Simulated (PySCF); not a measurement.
Working out the excitation energy of He

He 1s2 (1S) → He 1s1 2p1 (3P). Computed with PySCF 2.14 in aug-cc-pVQZ, with the non-relativistic Hamiltonian (point nucleus). Frozen: nothing. Energies in hartree (1 hartree = 27.21139 eV):

```json
{"part": "UHF", "He (lower)": "-2.861522", "He (upper)": "-2.050115"}
{"part": "MP2 opposite-spin", "He (lower)": "-0.035724", "He (upper)": "0.000000"}
{"part": "MP2 same-spin", "He (lower)": "0.000000", "He (upper)": "-0.002933"}
```

Task: What does Hartree-Fock give?

Result: (-2.050115) − (-2.861522) = 0.811407 hartree = 22.080 eV.

Task: What do MP2 and SCS-MP2 (6/5 opposite-spin, 1/3 same-spin) give?

Result: The opposite-spin parts differ by 0.972 eV and the same-spin parts by -0.080 eV. MP2: 22.080 + (0.972) + (-0.080) = 22.972 eV. SCS-MP2: 22.080 + 1.2 × (0.972) + (-0.080)/3 = 23.220 eV.

Measured between the centres of the two terms (NIST): 20.964 eV, so MP2 (valence) is off by 2.008 eV.

What remains against the reference includes basis incompleteness and correlation beyond second order.
